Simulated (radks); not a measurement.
All-electron atom: neutral europium in [Kr] 4d10 4f7 5s1.75 5p6 6s2 5d0.25 (fractional occupations, a model configuration). Method: scalar-relativistic Kohn-Sham, PBE, spin-unpolarised, spherical densities, finite nucleus; Fermi nuclear charge, rms radius 5.1115 fm; computed with a radial shooting solver on a logarithmic mesh with Libxc functionals.

Unscreened Slater integrals over Kohn-Sham orbitals (cm^-1). Empty in this configuration: 6p.

| integral | value |
|---|---|
| F0(5d,5d) | 63394 |
| F2(5d,5d) | 30277 |
| F4(5d,5d) | 19182 |
| F0(5d,4f) | 85716 |
| F2(5d,4f) | 19173 |
| F4(5d,4f) | 9278.3 |
| G1(5d,4f) | 10977 |
| G3(5d,4f) | 7901.4 |
| G5(5d,4f) | 5792.0 |
| F0(5d,6s) | 52350 |
| G2(5d,6s) | 18854 |
| F0(5d,5p) | 80570 |
| F2(5d,5p) | 33469 |
| G1(5d,5p) | 36473 |
| G3(5d,5p) | 22106 |
| F0(5d,6p) | 40498 |
| F2(5d,6p) | 14710 |
| G1(5d,6p) | 12181 |
| G3(5d,6p) | 8116.9 |
| F0(4f,4f) | 216720 |
| F2(4f,4f) | 99294 |
| F4(4f,4f) | 61621 |
| F6(4f,4f) | 44147 |
| F0(4f,6s) | 61522 |
| G3(4f,6s) | 2291.5 |
| F0(4f,5p) | 143850 |
| F2(4f,5p) | 51270 |
| G2(4f,5p) | 29483 |
| G4(4f,5p) | 22081 |
| F0(4f,6p) | 44434 |
| F2(4f,6p) | 4236.0 |
| G2(4f,6p) | 1091.5 |
| G4(4f,6p) | 952.94 |
| F0(6s,6s) | 47191 |
| F0(6s,5p) | 59361 |
| G1(6s,5p) | 4061.6 |
| F0(6s,6p) | 38421 |
| G1(6s,6p) | 22241 |
| F0(5p,5p) | 121960 |
| F2(5p,5p) | 65459 |
| F0(5p,6p) | 43445 |
| F2(5p,6p) | 7520.8 |
| G0(5p,6p) | 1293.7 |
| G2(5p,6p) | 1684.4 |
| F0(6p,6p) | 33543 |
| F2(6p,6p) | 17794 |

Derived for the open shells (J is the average intra-shell exchange parameter used in DFT+U). 4f: F4/F2 = 0.621, F6/F2 = 0.445, J = (286 F2 + 195 F4 + 250 F6)/6435 = 7995 cm^-1. 5d: Racah B = F2/49 - 5 F4/441 = 400.4 cm^-1, C = 35 F4/441 = 1522 cm^-1, C/B = 3.80, F4/F2 = 0.634, J = (F2 + F4)/14 = 3533 cm^-1.
